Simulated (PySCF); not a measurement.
# Atomic charges by several schemes

Compound: C4H9NSi2.
Cartesian coordinates in Å at the PBE0-D3(BJ)/def2-SVP level; atoms count from 1:
```
atom  x, y, z in Å
C1     1.990   -0.936    0.094
Si2    0.537    0.205   -0.167
C3     1.177    1.791   -0.921
N4     1.561    2.782   -1.387
C5    -0.926   -0.468   -1.166
Si6   -2.023   -0.148    0.364
C7    -0.551    0.578    1.339
H8     2.730   -0.476    0.767
H9     1.653   -1.882    0.545
H10    2.484   -1.165   -0.863
H11   -0.834   -1.520   -1.476
H12   -1.189    0.130   -2.052
H13   -3.137    0.818    0.126
H14   -2.575   -1.398    0.969
H15   -0.643    1.648    1.581
H16   -0.275    0.039    2.257
```

Density: PBE0/pcSseg-1 (PySCF); schemes: Mulliken, IAO, Hirshfeld and ESP-fitted. Isolated species at its PBE0-D3(BJ)/def2-SVP geometry, gas phase.

Q: At which atom do the 4 schemes differ most?

A: At Si2: from +0.426 (Hirshfeld) to +1.074 e (IAO), 0.648 e apart.

Q: Do the Mulliken, IAO, Hirshfeld and ESP-fitted schemes agree on where the charge is highest?

A: All schemes agree: Mulliken Si2 (+1.036); IAO Si2 (+1.074); Hirshfeld Si2 (+0.426); ESP-fitted Si2 (+0.894).

Q: For which atoms does the sign change between the 4 schemes (beyond +0.03 e in one, beyond −0.03 e in another)?

A: C3. Atomic charges aren't observables, and each scheme defines them in its own way.

Q: Give the atomic charges in each scheme.

A: In e:

```tsv
atom	environment	Mulliken	IAO	Hirshfeld	ESP-fitted
C1	Si-methyl carbon	-0.619	-0.715	-0.203	-0.848
Si2	four-coordinate silicon	+1.036	+1.074	+0.426	+0.894
C3	cyano carbon	-0.206	-0.161	-0.036	+0.101
N4	cyano nitrogen	-0.216	-0.203	-0.206	-0.385
C5	sp3 carbon bound to silicon	-0.835	-0.848	-0.255	-0.762
Si6	SiH2 silicon	+0.621	+0.760	+0.344	+0.657
C7	sp3 carbon bound to silicon	-0.835	-0.848	-0.255	-0.762
H8	methyl hydrogen	+0.160	+0.166	+0.053	+0.206
H9	methyl hydrogen	+0.149	+0.159	+0.051	+0.231
H10	methyl hydrogen	+0.160	+0.166	+0.053	+0.206
H11	methylene hydrogen	+0.174	+0.165	+0.043	+0.189
H12	methylene hydrogen	+0.187	+0.173	+0.046	+0.179
H13	Si–H hydrogen	-0.065	-0.111	-0.072	-0.131
H14	Si–H hydrogen	-0.071	-0.117	-0.077	-0.143
H15	methylene hydrogen	+0.187	+0.173	+0.046	+0.180
H16	methylene hydrogen	+0.174	+0.165	+0.043	+0.188
```

Mean size of the charges over all atoms: ESP-fitted 0.379 e, IAO 0.375 e, Mulliken 0.356 e, Hirshfeld 0.138 e. Each set sums to the total charge, 0, to within 0.001 e. The Hirshfeld scheme divides the density at each point in proportion to the densities of the neutral, spherically averaged free atoms.

Q: Sum the charges by element, for elements with more than one atom.

A: 
| element | atoms | Mulliken | IAO | Hirshfeld | ESP-fitted |
| --- | --- | --- | --- | --- | --- |
| C | 4 | -2.495 | -2.572 | -0.750 | -2.272 |
| Si | 2 | +1.657 | +1.834 | +0.770 | +1.551 |
| H | 9 | +1.054 | +0.940 | +0.186 | +1.106 |

Q: How closely do the schemes follow one another over all atoms?

A: Correlation coefficient and root-mean-square difference: Mulliken with IAO 1.00, 0.049 e; IAO with ESP-fitted 0.98, 0.108 e; Mulliken with ESP-fitted 0.97, 0.120 e; IAO with Hirshfeld 0.97, 0.324 e; Mulliken with Hirshfeld 0.96, 0.299 e; Hirshfeld with ESP-fitted 0.95, 0.302 e.

Q: How many electrons does the Mulliken scheme count on C5?

A: Z − q = 6 − (-0.835) = 6.835.

These values come from a run that also computed NMR shieldings. Time: 39 s; peak memory 0.86 GiB. Hardware: an Arm Neoverse N1 with one thread, no GPU, shared host with 64 logical CPUs at a one-minute load of 51.
